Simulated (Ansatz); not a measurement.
Reaction (redistribution): `O[Si](O)(F)[SeH]` + `[OH][Al]([F])[O][SiH3]` → `O[Si](O)(F)O[SiH3]` + `[OH][Al]([F])[SeH]`

Calculated with Ansatz (gas phase, PBE0-D4/def2-TZVP geometries, no zero-point term in ΔE). CCSD(T)/CBS is the MP2 limit (def2-TZVPP, def2-QZVPP) plus CCSD(T) − MP2 in def2-TZVPP, frozen cores. Functionals use def2-TZVPP. B3LYP here is the variant with VWN-RPA as its local correlation; programs differ in this. For Se outer-core shells are correlated without core-valence functions, which leaves a few kJ/mol of doubt a bond. Scalar relativity is left out up to krypton. Each species was taken in one conformer, which may not be the lowest.

Problem. Is it downhill or uphill in electronic energy at CCSD(T)/CBS, and by how much? (An estimate is asked.)

Solution. Ansatz gave: Downhill: ΔE = -39.8 kJ/mol.

Problem. What do these levels give: B3LYP-D4, CAM-B3LYP-D4, ωB97M-V, PBE, PBE0, B3LYP, CAM-B3LYP, CCSD/def2-SVP, HF/def2-TZVPP, CCSD/def2-TZVPP, SCS-MP2/def2-QZVPP, CCSD/CBS(def2)? (An estimate is asked.)

Solution. Computed: B3LYP-D4 -37.1, CAM-B3LYP-D4 -38.9, ωB97M-V -38.3, PBE -32.7, PBE0 -38.3, B3LYP -37.0, CAM-B3LYP -38.6, CCSD/def2-SVP -34.7, HF/def2-TZVPP -52.0, CCSD/def2-TZVPP -41.7, SCS-MP2/def2-QZVPP -37.8, CCSD/CBS(def2) -41.2 kJ/mol.

Largest T1 diagnostic among the species: 0.012.

In def2-TZVPP, CCSD(T) changes the Hartree–Fock value by +11.8 kJ/mol (the triples alone add +1.5 kJ/mol) and MP2 by +15.2 kJ/mol. From r2SCAN to r2SCAN0 (25 % exact exchange), in def2-TZVPP and without D4, ΔE moves by −3.6 kJ/mol. At CCSD(T), def2-SVP lies +6.0 kJ/mol from the extrapolated value and def2-TZVPP −0.4 kJ/mol.
